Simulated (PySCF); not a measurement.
1-fluorosilolane (C₄H₉FSi), SMILES F[SiH]1CCCC1.

The structure is a stationary point at B3LYP-D3(BJ)/def2-SVP. The values are those of a single conformer.

Computed with PBE/def2-TZVP in PySCF.

Task: Estimate the frontier levels, gap, dipole moment and polarisability. (Estimate from the structure and the level; the computed values follow.)

Result: 
```yaml
highest_occupied_level: -6.82 eV
lowest_empty_level: -0.24 eV
orbital_gap: 6.58 eV
dipole_moment: 1.90 D
quadrupole, principal values (traceless, Buckingham form, about the centre of nuclear charge): -4.97, 1.83, 3.14 D·Å
mean_static_polarisability: 71.2 bohr³ (10.56 Å³)
polarisability_principal_values: 62.6, 72.4, 78.7 bohr³
```
